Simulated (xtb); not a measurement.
Cl3Sm (SMILES [Cl][Sm]([Cl])[Cl]), sextet, geometry from GFN2-xTB (such geometries of metal compounds can be far from the true shape) (GFN-xTB holds the 4f electrons in the core, so unpaired electrons go into valence orbitals and the state isn't the physical one); GFN2-xTB run with xtb.

Input for xtb:
```
$ xtb mol.xyz --gfn 2 --uhf 5 --ohess --json

# file mol.xyz
4

Sm     0.43281855     0.21389868     0.08048489
Cl    -1.76748180    -0.74749701    -0.36908145
Cl    -1.13955784     1.84001456    -0.98267266
Cl     1.32852493    -1.87261862     1.05822096
```

It wrote (shortened):

```
   ID    Z sym.   atoms
    1   62 Sm     1
    2   17 Cl     2-4

           -------------------------------------------------
          |                Calculation Setup                |
           -------------------------------------------------

           -------------------------------------------------
          |                 G F N 2 - x T B                 |
           -------------------------------------------------

          ...................................................
          :                      SETUP                      :
          :.................................................:
          :  # basis functions                  40          :
          :  # atomic orbitals                  36          :
          :  # shells                           12          :
          :  # electrons                        24          :
          :  max. iterations                   250          :
          :  Hamiltonian                  GFN2-xTB          :
          :  restarted?                      false          :
          :  GBSA solvation                  false          :
          :  PC potential                    false          :
          :  electronic temp.          300.0000000     K    :
          :  accuracy                    1.0000000          :
          :  -> integral cutoff          0.2500000E+02      :
          :  -> integral neglect         0.1000000E-07      :
          :  -> SCF convergence          0.1000000E-05 Eh   :
          :  -> wf. convergence          0.1000000E-03 e    :
          :  Broyden damping             0.4000000          :
          :  net charge                          0          :
          :  unpaired electrons                  5          :
          ...................................................

 iter      E             dE          RMSdq      gap      omega  full diag
   1      0.9810520  0.981052E+00  0.559E+01    0.19       0.0  T
   2    -11.2169879 -0.121980E+02  0.317E+01    0.19       1.0  T
   3    -12.1230569 -0.906069E+00  0.248E+01    0.08       1.0  T
   4    -13.9931873 -0.187013E+01  0.193E+01    0.06       1.0  T
   5    -14.2258489 -0.232662E+00  0.191E+01    0.06       1.0  T
   6    -14.3251818 -0.993329E-01  0.181E+01    0.08       1.0  T
   7    -14.3739592 -0.487774E-01  0.182E+01    0.08       1.0  T
   8    -14.3734561  0.503123E-03  0.186E+01    0.06       1.0  T
   9    -14.3687227  0.473338E-02  0.182E+01    0.07       1.0  T
  10    -14.0223043  0.346418E+00  0.182E+01    0.08       1.0  T
  11    -14.1840593 -0.161755E+00  0.153E+01    0.14       1.0  T
  12    -14.2800572 -0.959979E-01  0.135E+01    0.15       1.0  T
  13    -14.2447247  0.353325E-01  0.177E+01    0.16       1.0  T
  14    -14.2489813 -0.425656E-02  0.172E+01    0.15       1.0  T
  15    -14.1679712  0.810101E-01  0.161E+01    0.13       1.0  T
  16    -14.1765231 -0.855191E-02  0.156E+01    0.13       1.0  T
  17    -14.2372547 -0.607316E-01  0.151E+01    0.14       1.0  T
  18    -14.3430741 -0.105819E+00  0.190E+01    0.15       1.0  T
  19    -14.3982174 -0.551433E-01  0.150E+01    0.14       1.0  T
  20    -14.4538389 -0.556215E-01  0.147E+01    0.15       1.0  T
  21    -14.5064588 -0.526199E-01  0.181E+01    0.14       1.0  T
  22    -14.3437414  0.162717E+00  0.140E+01    0.14       1.0  T
  23    -14.4134250 -0.696836E-01  0.101E+01    0.14       1.0  T
  24    -14.4686426 -0.552176E-01  0.975E+00    0.14       1.0  T
  25    -14.4614860  0.715664E-02  0.126E+01    0.13       1.0  T
  26    -14.2728456  0.188640E+00  0.101E+01    0.13       1.0  T
  27    -14.2480908  0.247548E-01  0.103E+01    0.13       1.0  T
  28    -14.1228372  0.125254E+00  0.124E+01    0.11       1.0  T
  29    -14.1849561 -0.621188E-01  0.120E+01    0.10       1.0  T
  30    -14.1927326 -0.777657E-02  0.119E+01    0.10       1.0  T
  31    -14.2507092 -0.579766E-01  0.109E+01    0.10       1.0  T
  32    -14.6226492 -0.371940E+00  0.604E+00    0.11       1.0  T
  33    -14.5933850  0.292642E-01  0.540E+00    0.11       1.0  T
  34    -14.3881714  0.205214E+00  0.843E+00    0.11       1.0  T
  35    -14.4755817 -0.874103E-01  0.695E+00    0.11       1.0  T
  36    -14.4275255  0.480562E-01  0.749E+00    0.11       1.0  T
  37    -14.6423746 -0.214849E+00  0.451E+00    0.10       1.0  T
  38    -14.6512595 -0.888492E-02  0.399E+00    0.11       1.0  T
  39    -14.6360405  0.152190E-01  0.398E+00    0.11       1.0  T
  40    -14.6462645 -0.102240E-01  0.350E+00    0.11       1.0  T
  41    -14.6537416 -0.747706E-02  0.313E+00    0.11       1.0  T
  42    -14.6543903 -0.648696E-03  0.306E+00    0.10       1.0  T
  43    -14.6688664 -0.144761E-01  0.207E+00    0.10       1.0  T
  44    -14.6728721 -0.400568E-02  0.185E+00    0.10       1.0  T
  45    -14.6754334 -0.256132E-02  0.164E+00    0.10       1.0  T
  46    -14.6742215  0.121197E-02  0.171E+00    0.10       1.0  T
  47    -14.6716840  0.253744E-02  0.181E+00    0.10       1.0  T
  48    -14.6717033 -0.192729E-04  0.181E+00    0.10       1.0  T
  49    -14.6714239  0.279414E-03  0.175E+00    0.10       1.0  T
  50    -14.6729847 -0.156079E-02  0.161E+00    0.10       1.0  T
  51    -14.6763515 -0.336687E-02  0.144E+00    0.10       1.0  T
  52    -14.6779705 -0.161895E-02  0.133E+00    0.10       1.0  T
  53    -14.6765850  0.138547E-02  0.132E+00    0.10       1.0  T
  54    -14.6754804  0.110459E-02  0.142E+00    0.10       1.0  T
  55    -14.6793300 -0.384953E-02  0.112E+00    0.10       1.0  T
  56    -14.6792182  0.111774E-03  0.104E+00    0.10       1.0  T
  57    -14.6801823 -0.964119E-03  0.927E-01    0.10       1.0  T
  58    -14.6808095 -0.627200E-03  0.896E-01    0.10       1.0  T
  59    -14.6804390  0.370488E-03  0.899E-01    0.10       1.0  T
  60    -14.6796765  0.762517E-03  0.901E-01    0.10       1.0  T
  61    -14.6799415 -0.265031E-03  0.835E-01    0.10       1.0  T
  62    -14.6803233 -0.381785E-03  0.754E-01    0.10       1.0  T
[...]
         :: total energy             -14.673690235161 Eh    ::
 * total energy  :   -14.6736902 Eh     change       -0.9252528E-09 Eh
   *** GEOMETRY OPTIMIZATION CONVERGED AFTER 1 ITERATIONS ***
         :: total energy             -14.673690236296 Eh    ::
[...]
 Mol. α(0) /au        :         91.754420

Wiberg/Mayer (AO) data.
largest (>0.10) Wiberg bond orders for each atom

 ---------------------------------------------------------------------------
     #   Z sym  total        # sym  WBO       # sym  WBO       # sym  WBO
 ---------------------------------------------------------------------------
     1  62 Sm   2.054 --     4 Cl   0.735     3 Cl   0.683     2 Cl   0.636
     2  17 Cl   1.255 --     1 Sm   0.636     3 Cl   0.486     4 Cl   0.133
     3  17 Cl   1.249 --     1 Sm   0.683     2 Cl   0.486
     4  17 Cl   0.947 --     1 Sm   0.735     2 Cl   0.133
 ---------------------------------------------------------------------------

Topologies differ in total number of bonds
Writing topology from bond orders to xtbtopo.mol

molecular dipole:
                 x           y           z       tot (Debye)
 q only:       -0.412      -0.015      -0.137
   full:        0.493       0.372       0.051       1.576
molecular quadrupole (traceless):
                xx          xy          yy          xz          yz          zz
 q only:       -0.078      -1.750       1.143       1.225      -1.613      -1.066
  q+dip:        0.026       0.726       0.589       0.005      -0.152      -0.615
   full:       -1.081       3.320      -0.420      -2.502       2.270       1.501

           -------------------------------------------------
          |               Frequency Printout                |
           -------------------------------------------------
 projected vibrational frequencies (cm⁻¹)
eigval :       -0.00    -0.00    -0.00    -0.00     0.00     0.00
eigval :       14.49    45.52   135.09   211.22   225.13   246.82
 reduced masses (amu)
   1: 41.43   2: 90.96   3:110.43   4: 69.29   5: 79.94   6: 49.24   7: 56.27   8: 62.24
   9: 54.00  10: 36.83  11: 62.55  12: 56.99
 IR intensities (km·mol⁻¹)
   1:  0.02   2:  0.07   3:  0.08   4:  0.33   5:  0.18   6:  0.11   7:  0.40   8:  0.17
   9:  0.38  10:  0.36  11:  2.44  12:  6.28
 Raman intensities (Ä⁴*amu⁻¹)
   1:  0.00   2:  0.00   3:  0.00   4:  0.00   5:  0.00   6:  0.00   7:  0.00   8:  0.00
   9:  0.00  10:  0.00  11:  0.00  12:  0.00
 output can be read by thermo (or use thermo option).
 writing <g98.out> molden fake output.
 recommended (thermochemical) frequency scaling factor: 1.0
           -------------------------------------------------
          |             Thermodynamic Functions             |
           -------------------------------------------------

cs  symmetry found (for desy threshold:  0.10E+00) used in thermo

          ...................................................
          :                      SETUP                      :
          :.................................................:
          :  # frequencies                           6      :
          :  # imaginary freq.                       0      :
          :  linear?                             false      :
          :  only rotor calc.                    false      :
          :  symmetry                               cs      :
          :  rotational number                       1      :
          :  scaling factor                  1.0000000      :
          :  rotor cutoff                   50.0000000 cm⁻¹ :
          :  imag. cutoff                  -20.0000000 cm⁻¹ :
          :.................................................:

    mode    ω/cm⁻¹     T·S(HO)/kcal·mol⁻¹    T·S(FR)/kcal·mol⁻¹   T·S(vib)
   ------------------------------------------------------------------------
       1     14.49    -2.16890 (  0.70%)    -1.42264 ( 99.30%)    -1.42787
       2     45.52    -1.49172 ( 40.71%)    -1.08411 ( 59.29%)    -1.25006
       3    135.09    -0.85636 ( 98.16%)    -0.76201 (  1.84%)    -0.85462
       4    211.22    -0.60617 ( 99.69%)    -0.62964 (  0.31%)    -0.60624
       5    225.13    -0.57169 ( 99.76%)    -0.61076 (  0.24%)    -0.57179
       6    246.82    -0.52270 ( 99.83%)    -0.58350 (  0.17%)    -0.52280
   ------------------------------------------------------------------------

   temp. (K)  partition function   enthalpy   heat capacity  entropy
                                   cal/mol     cal/K/mol   cal/K/mol   J/K/mol
 298.15  VIB   532.                 2498.924      9.686     17.553
         ROT  0.491E+06              888.752      2.981     29.023
         INT  0.261E+09             3387.676     12.667     46.576
         TR   0.398E+28             1481.254      4.968     42.509
         TOT                        4868.9303    17.6347    89.0853   372.7330

       T/K    H(0)-H(T)+PV         H(T)/Eh          T*S/Eh         G(T)/Eh
   ------------------------------------------------------------------------
    298.15    0.775913E-02    0.975997E-02    0.423273E-01   -0.325673E-01
   ------------------------------------------------------------------------

         :::::::::::::::::::::::::::::::::::::::::::::::::::::
         ::                  THERMODYNAMIC                  ::
         :::::::::::::::::::::::::::::::::::::::::::::::::::::
         :: total free energy         -14.706257583310 Eh   ::
         ::.................................................::
         :: total energy              -14.673690236300 Eh   ::
         :: zero point energy           0.002000835790 Eh   ::
         :: G(RRHO) w/o ZPVE           -0.034568182800 Eh   ::
         :: G(RRHO) contrib.           -0.032567347010 Eh   ::
         :::::::::::::::::::::::::::::::::::::::::::::::::::::

optimized geometry written to: xtbopt.xyz

           -------------------------------------------------
          | TOTAL ENERGY              -14.673690236300 Eh   |
          | TOTAL ENTHALPY            -14.663930266222 Eh   |
          | TOTAL FREE ENERGY         -14.706257583310 Eh   |
          | GRADIENT NORM               0.000022100517 Eh/α |
          | HOMO-LUMO GAP               0.099000026538 eV   |
           -------------------------------------------------

normal termination of xtb
```
